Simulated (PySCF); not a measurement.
Calculated properties of `C[Si@@]1(C(F)(F)F)CCC[Si@@H]1F`

C₅H₁₀F₄Si₂.
Z-matrix (Å and degrees, PBE0-D3(BJ)/def2-SVP geometry), rows numbered from 1:
```
C 
Si  1  1.8715
C   2  1.9320  1  108.25
F   3  1.3415  2  112.79  1   -58.62
F   3  1.3445  2  111.14  1  -179.08
F   3  1.3475  2  111.69  1    61.84
C   2  1.8992  1  115.72  3   121.02
C   7  1.5397  2  109.12  1   103.03
C   8  1.5374  7  112.12  2    51.10
Si  9  1.8883  8  108.36  7   -53.58
F  10  1.6338  2  114.96  1   119.20
H   1  1.1003  2  110.78  3    62.27
H   1  1.1007  2  110.84  3  -177.63
H   1  1.1012  2  110.30  3   -57.70
H   7  1.1041  2  107.39  1  -138.26
H   7  1.1015  2  112.32  1   -21.21
H   8  1.1059  7  109.25  2   -70.35
H   8  1.1028  7  110.27  2   174.24
H   9  1.1012  8  111.79  7  -179.01
H   9  1.1054  8  109.89  7    62.63
H  10  1.4933  2  116.93  1    -7.09
```

Among its groups: CF3 group, C–F bond, Si–H bond and C–Si bond.

From PBE0-D3(BJ)/def2-SVP geometry optimisation, gas phase (PySCF):

```yaml
Point_group: C1
Rotational_constants_A_B_C: 1.051, 0.656, 0.558 GHz
```

From CAM-B3LYP/def2-SVPD ground state and vertical TDDFT (core frozen in the response) (PySCF):

```yaml
Dipole_moment: 4.31 D
HOMO_energy: -8.99 eV
LUMO_energy: 0.23 eV
HOMO–LUMO_gap: 9.22 eV
Lowest_singlet_excitation: 5.77 eV (215 nm, f = 0.014)
Strongest_line_among_the_10_lowest_singlet_transitions: S8 at 8.04 eV (154 nm, f = 0.203)
Lowest_triplet_excitation_Tamm–Dancoff: 5.10 eV
Static_isotropic_polarisability: 110.0 au
Electronic_spatial_extent_⟨r²⟩_about_the_centre_of_nuclear_charge: 2239 bohr²
```

KT2/pcSseg-2 ground state and GIAO shieldings, non-relativistic (PySCF):

```yaml
13C_chemical_shifts_computed_TMS_as_zero_by_class: 141.1 (C3), 23.5 (C8), 21.8 (C9), 18.1 (C7), -8.8 (C1) ppm
1H_chemical_shifts_computed_TMS_as_zero_by_class: 5.92 (H21), 2.45 (H18), 1.88 (H19), 1.32 (H16), 1.16 (H17), 1.13 (H15), 0.93 (H20), 0.40 (H12/H13/H14) ppm
Isotropic_shieldings_of_nuclei_other_than_C_and_H_by_class: 224 (F4/F5/F6), 388 (F11), 319 (Si10), 378 (Si2) ppm
```

Monoisotopic mass (most abundant isotopes): 202.0257 u.

The polarisability is 16.30 Å³ as a volume (1 au = 0.148185 Å³), or 1.06 au for each of the 104 electrons. The principal polarisabilities are 101.5, 108.0 and 120.5 au; their mean is the isotropic value. The vertical singlet–triplet gap S1 − T1 is 0.67 eV (TDDFT singlet less Tamm–Dancoff triplet; S1: HOMO→LUMO, weight 0.94; T1: HOMO→LUMO, weight 0.88). The dipole equals about 14.4 × 10⁻³⁰ C·m (1 D = 3.33564 × 10⁻³⁰ C·m). The rotational constants make it an asymmetric top with κ = (2B − A − C)/(A − C) = -0.60, nearer the prolate limit (−1).

One conformer (not necessarily the lowest) at the PBE0-D3(BJ)/def2-SVP geometry, without solvent or vibrations. NMR classes are plain means over equivalent atoms (diastereotopic ones count apart unless rotation or inversion swaps them), as if these changed places fast; in this geometry the members of some classes differ.
